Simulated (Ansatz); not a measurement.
CH9BGeSi (`B[CH]([SiH3])[GeH3]`), relaxed with RKS PBE0-D4/def2-TZVP in the Gaussian-basis code of Ansatz from a PBE-D4/def2-SVP geometry. The force threshold is 0.005 eV/Å; the program also tests the step.

The species carries charge 0 and has multiplicity 1.

Start:

```xyz
13

B     1.473    0.744    0.429
C     0.521   -0.388   -0.008
Si   -0.273   -0.152   -1.715
Ge   -0.935   -0.250    1.367
H     1.147    1.910    0.269
H     2.535    0.510    0.982
H     0.941   -1.411    0.100
H    -1.301   -1.223   -1.978
H     0.770   -0.231   -2.798
H    -0.944    1.193   -1.785
H    -1.776    1.028    1.121
H    -0.335   -0.214    2.799
H    -1.823   -1.516    1.218
```

Problem. By how much does the energy fall, and how many steps does the optimiser take? (Best estimate.)

Solution. The calculation gave: 4.73 kJ/mol, in 22 steps, 3 of them rejected.

Problem. Which bonds change most? (An estimate is asked.)

Solution. Ansatz gave: C2–Si3 from 1.898 to 1.870 Å; B1–H6 from 1.220 to 1.198 Å; B1–H5 from 1.222 to 1.201 Å; Si3–H10 from 1.505 to 1.486 Å.

Problem. Give the relaxed structure. (Best estimate.)

Solution. Computed: 
```xyz
13

B     1.461    0.666    0.489
C     0.523   -0.407   -0.062
Si   -0.281   -0.070   -1.716
Ge   -0.909   -0.276    1.323
H     1.160    1.826    0.395
H     2.467    0.381    1.074
H     0.909   -1.428   -0.001
H    -1.443   -0.975   -1.941
H     0.689   -0.291   -2.822
H    -0.758    1.336   -1.760
H    -1.999    0.693    0.842
H    -0.338    0.230    2.660
H    -1.481   -1.686    1.520
```
